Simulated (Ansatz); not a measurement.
A single point on C₂H₆SSi (`[SiH3]CC=S`).

```yaml
crystal:
  periodic: [false, false, false]
  atoms:
    - {symbol: Si, position_ang: [-1.098619, 0.711047, -0.139140]}
    - {symbol: C, position_ang: [0.234955, -0.392293, 0.647946]}
    - {symbol: C, position_ang: [1.253326, -0.718890, -0.362295]}
    - {symbol: S, position_ang: [2.658272, 0.044283, -0.582944]}
    - {symbol: H, position_ang: [-0.492042, 2.005634, -0.530971]}
    - {symbol: H, position_ang: [-2.183453, 0.929248, 0.852610]}
    - {symbol: H, position_ang: [-1.657452, 0.035258, -1.338319]}
    - {symbol: H, position_ang: [-0.275283, -1.292140, 1.007752]}
    - {symbol: H, position_ang: [0.662672, 0.161153, 1.486661]}
    - {symbol: H, position_ang: [0.980724, -1.534601, -1.038299]}
basis:
  gaussian: {orbitals: def2-QZVPP}
correlation: {method: mp2}
```

```sh
$ ansatz run in.yaml --threads 2 --pin off --events-out ev --progress --plain --max-ram 4352MiB
```

Shortened log:

```
Functional definition: HF
2554 factors; integrals over basis functions are off by at most 9.5e-4 eV
mean field evaluation 1: about -20834.2479 eV, gradient 2.7e1 eV
mean field evaluation 2: about -20834.3922 eV, gradient 2.7e1 eV
mean field evaluation 4: about -20836.8550 eV, gradient 4.2e0 eV
mean field evaluation 8: about -20836.9220 eV, gradient 3.2e-1 eV
mean field -20836.92285250 eV, -765.7427910559 hartree, gradient 9.7e-6 eV, S^2 0.000000; 0 other end points of the search recorded, 0 dependent functions left out; unrestricted orbitals would lower it
mean field evaluation 16: about -20836.8518 eV, gradient 3.5e0 eV
12 core orbitals not correlated: weight in the atoms' cores, before any rotation towards them, 1.000 or more for the frozen orbitals, at most 0.000 for the correlated occupied ones
reference -20836.92285250 eV, -765.7427910559 hartree; 12, 12 occupied and 410, 410 virtual orbitals, 2554 factors
second order -18.45299256 eV of doubles, -0.00000000 eV of singles
Total energy: -20855.37584506 eV, -766.4209260244 hartree
```

Hardware: 2 threads of an Arm Neoverse V1 on a shared host. Wall time 34 s, peak host memory 2.4 GiB.
